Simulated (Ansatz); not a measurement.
Two isomers of CH7BFGeN: A = `NB(F)[CH2][GeH3]`, B = `B[NH][GeH]([CH3])[F]`.

Computed with Ansatz on PBE0-D4/def2-TZVP structures; ΔE is electronic, products minus reactants. CBS: MP2 limit from def2 TZ/QZ plus the TZ coupled-cluster correction, frozen cores. DFT in def2-TZVPP. B3LYP here is the variant with VWN-RPA as its local correlation; programs differ in this. For Ge outer-core shells are correlated without core-valence functions, which leaves a few kJ/mol of doubt a bond. Scalar relativity is left out up to krypton. Each species was taken in one conformer, which may not be the lowest.

Task: Which isomer does CCSD(T)/CBS put lower? Give the gap. (Estimate.)

Result: Ansatz gave: A, by 58.4 kJ/mol.

Task: Give E(B) − E(A) in kJ/mol with B3LYP-D4, B2PLYP, ωB97M-V, CCSD(T)/def2-TZVPP, r2SCAN-D4, CCSD/def2-TZVPP, HF/def2-TZVPP. (Best estimate.)

Result: Computed: B3LYP-D4 61.2, B2PLYP 56.2, ωB97M-V 63.3, CCSD(T)/def2-TZVPP 57.0, r2SCAN-D4 67.3, CCSD/def2-TZVPP 57.8, HF/def2-TZVPP 53.3. None reverses the order clearly.

Largest T1 diagnostic: 0.012.
